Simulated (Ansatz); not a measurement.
A structure relaxed at PBE0-D4/def2-TZVP, charge 0, multiplicity 2:

Cartesian coordinates in Å:
```
C 0.124 0.924 1.011
S -0.080 -0.875 0.872
Ge 0.317 -1.061 -1.299
F -0.151 -2.700 -1.681
H -0.476 1.455 0.272
H -0.232 1.194 2.005
H 1.171 1.211 0.924
H -0.672 -0.149 -2.104
```

Task: Give its formula and SMILES.

Result: CH4FGeS, `C[S][GeH][F]`.

Task: Summarise the bond lengths by kind.

Result: 1 × C–S 1.816 Å; 3 × C–H 1.089 to 1.090 Å; 1 × Ge–S 2.215 Å; 1 × F–Ge 1.746 Å; 1 × Ge–H 1.568 Å.

Results of the Gaussian-basis code of Ansatz.
